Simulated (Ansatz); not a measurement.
C$_{2}$H$_{3}$N$_{3}$, singlet, at a GFN2-xTB geometry, atoms displaced at random by about 0.1 Å a coordinate; Ansatz (a program for electronic structure) with PBE/6-31G*.

Input for Ansatz:
Ansatz 0.2 input:
```yaml
crystal:
  periodic: [false, false, false]
  atoms:
    - {symbol: C, position_ang: [1.01143392, 0.02204941, -0.13239544]}
    - {symbol: N, position_ang: [0.26806295, 1.23818235, -0.10472446]}
    - {symbol: C, position_ang: [-0.97960829, 0.85702088, 0.00378232]}
    - {symbol: N, position_ang: [-0.90718564, -0.54439760, -0.00786265]}
    - {symbol: N, position_ang: [0.40753584, -1.15215639, 0.01930444]}
    - {symbol: H, position_ang: [2.25935838, -0.01759385, -0.00717392]}
    - {symbol: H, position_ang: [-1.69393761, 1.40623678, 0.18343624]}
    - {symbol: H, position_ang: [-1.78811367, -1.20096180, -0.11493905]}
basis:
  gaussian:
    orbitals: 6-31G*
hamiltonian:
  xc: pbe
relax: {f_tol: 0.002}
```

It wrote (shortened):

```
Functional definition: PBE
990 factors; their error is unknown
mean field evaluation 1: about -6577.0751 eV, gradient 4.9e1 eV
mean field evaluation 2: about -6566.2566 eV, gradient 8.2e1 eV
mean field evaluation 4: about -6582.3793 eV, gradient 1.0e1 eV
mean field evaluation 8: about -6582.6046 eV, gradient 7.0e-2 eV
mean field evaluation 16: about -6582.5250 eV, gradient 3.0e-4 eV
mean field -6582.52501652 eV, -241.9033325615 hartree, gradient 9.4e-6 eV, S^2 0.000000; 0 other end points of the search recorded, 0 dependent functions left out
the calculation of the forces begins
reference -6582.52503648 eV, -241.9033332950 hartree; 18, 18 occupied and 63, 63 virtual orbitals, 990 factors
relax step   1: F+E_penalty+E_count = -6582.52501652 eV  Δ(F+E_penalty+E_count) = +0.000e0 eV  max|allowed force component| = 9.527e0 eV/Å  Δτ_max = 0.0000 Å  (30 SCF iters, accepted)
these checks for a lower state are left out or cut short: starts, cluster_reference, orbital_swaps, neighbouring_geometries, increment
990 factors; their error is unknown
mean field -6584.18496054 eV, -241.9643343789 hartree, gradient 1.7e-5 eV, S^2 0.000000; 0 other end points of the search recorded, 0 dependent functions left out
the calculation of the forces begins
reference -6584.18498088 eV, -241.9643351264 hartree; 18, 18 occupied and 63, 63 virtual orbitals, 990 factors
relax step   2: F+E_penalty+E_count = -6584.18496054 eV  Δ(F+E_penalty+E_count) = -1.660e0 eV  max|allowed force component| = 2.041e0 eV/Å  Δτ_max = 0.1948 Å  (36 SCF iters, accepted)
these checks for a lower state are left out or cut short: starts, cluster_reference, orbital_swaps, neighbouring_geometries, increment
990 factors; their error is unknown
mean field evaluation 32: about -6584.3711 eV, gradient 3.1e-4 eV
mean field -6584.37107370 eV, -241.9711739115 hartree, gradient 2.2e-5 eV, S^2 0.000000; 0 other end points of the search recorded, 0 dependent functions left out
the calculation of the forces begins
reference -6584.37109385 eV, -241.9711746519 hartree; 18, 18 occupied and 63, 63 virtual orbitals, 990 factors
relax step   3: F+E_penalty+E_count = -6584.37107370 eV  Δ(F+E_penalty+E_count) = -1.861e-1 eV  max|allowed force component| = 1.366e0 eV/Å  Δτ_max = 0.2000 Å  (38 SCF iters, accepted)
these checks for a lower state are left out or cut short: starts, cluster_reference, orbital_swaps, neighbouring_geometries, increment
990 factors; their error is unknown
mean field -6584.44936981 eV, -241.9740512405 hartree, gradient 1.9e-5 eV, S^2 0.000000; 0 other end points of the search recorded, 0 dependent functions left out
the calculation of the forces begins
reference -6584.44939023 eV, -241.9740519907 hartree; 18, 18 occupied and 63, 63 virtual orbitals, 990 factors
relax step   4: F+E_penalty+E_count = -6584.44936981 eV  Δ(F+E_penalty+E_count) = -7.830e-2 eV  max|allowed force component| = 1.215e0 eV/Å  Δτ_max = 0.1801 Å  (37 SCF iters, accepted)
these checks for a lower state are left out or cut short: starts, cluster_reference, orbital_swaps, neighbouring_geometries, increment
990 factors; their error is unknown
mean field -6584.52034725 eV, -241.9766596134 hartree, gradient 1.6e-5 eV, S^2 0.000000; 0 other end points of the search recorded, 0 dependent functions left out
the calculation of the forces begins
reference -6584.52036749 eV, -241.9766603572 hartree; 18, 18 occupied and 63, 63 virtual orbitals, 990 factors
relax step   5: F+E_penalty+E_count = -6584.52034725 eV  Δ(F+E_penalty+E_count) = -7.098e-2 eV  max|allowed force component| = 4.717e-1 eV/Å  Δτ_max = 0.0594 Å  (31 SCF iters, accepted)
these checks for a lower state are left out or cut short: starts, cluster_reference, orbital_swaps, neighbouring_geometries, increment
990 factors; their error is unknown
mean field -6584.52499626 eV, -241.9768304611 hartree, gradient 2.0e-5 eV, S^2 0.000000; 0 other end points of the search recorded, 0 dependent functions left out
the calculation of the forces begins
reference -6584.52501651 eV, -241.9768312052 hartree; 18, 18 occupied and 63, 63 virtual orbitals, 990 factors
relax step   6: F+E_penalty+E_count = -6584.52499626 eV  Δ(F+E_penalty+E_count) = -4.649e-3 eV  max|allowed force component| = 5.053e-2 eV/Å  Δτ_max = 0.0128 Å  (32 SCF iters, accepted)
these checks for a lower state are left out or cut short: starts, cluster_reference, orbital_swaps, neighbouring_geometries, increment
990 factors; their error is unknown
mean field evaluation 64: about -6584.5251 eV, gradient 2.0e-5 eV
mean field -6584.52512703 eV, -241.9768352670 hartree, gradient 2.0e-5 eV, S^2 0.000000; 0 other end points of the search recorded, 0 dependent functions left out
the calculation of the forces begins
reference -6584.52514728 eV, -241.9768360110 hartree; 18, 18 occupied and 63, 63 virtual orbitals, 990 factors
relax step   7: F+E_penalty+E_count = -6584.52512703 eV  Δ(F+E_penalty+E_count) = -1.308e-4 eV  max|allowed force component| = 1.401e-2 eV/Å  Δτ_max = 0.0034 Å  (33 SCF iters, accepted)
these checks for a lower state are left out or cut short: starts, cluster_reference, orbital_swaps, neighbouring_geometries, increment
990 factors; their error is unknown
mean field -6584.52513867 eV, -241.9768356948 hartree, gradient 2.0e-5 eV, S^2 0.000000; 0 other end points of the search recorded, 0 dependent functions left out
the calculation of the forces begins
reference -6584.52515892 eV, -241.9768364389 hartree; 18, 18 occupied and 63, 63 virtual orbitals, 990 factors
relax step   8: F+E_penalty+E_count = -6584.52513867 eV  Δ(F+E_penalty+E_count) = -1.164e-5 eV  max|allowed force component| = 1.566e-3 eV/Å  Δτ_max = 0.0009 Å  (33 SCF iters, accepted)
990 factors; their error is unknown
mean field -6584.52513867 eV, -241.9768356948 hartree, gradient 1.9e-5 eV, S^2 0.000000; 1 other end points of the search recorded, 0 dependent functions left out
the calculation of the forces begins
reference -6584.52515892 eV, -241.9768364389 hartree; 18, 18 occupied and 63, 63 virtual orbitals, 990 factors
Total energy: -6584.52515892 eV, -241.9768364389 hartree
Atom 0 at     1.065515     0.034650    -0.050130 Å, force    -0.001033    -0.000116     0.000053 eV/Å
Atom 1 at     0.369127     1.212566     0.008704 Å, force     0.000377    -0.000095    -0.000015 eV/Å
Atom 2 at    -0.893715     0.792737     0.022416 Å, force     0.000242     0.001566     0.000183 eV/Å
Atom 3 at    -0.930271    -0.564624    -0.026125 Å, force     0.000283    -0.000695    -0.000026 eV/Å
Atom 4 at     0.328237    -1.081247    -0.073805 Å, force     0.000704     0.000279     0.000068 eV/Å
Atom 5 at     2.154185    -0.008543    -0.076652 Å, force    -0.000422    -0.000233    -0.000091 eV/Å
Atom 6 at    -1.785591     1.417632     0.065659 Å, force     0.000024    -0.000763    -0.000104 eV/Å
Atom 7 at    -1.729941    -1.194791    -0.030639 Å, force    -0.000175     0.000057    -0.000067 eV/Å
Dipole moment:    -0.572668    -0.150286     0.007706 e Å
```
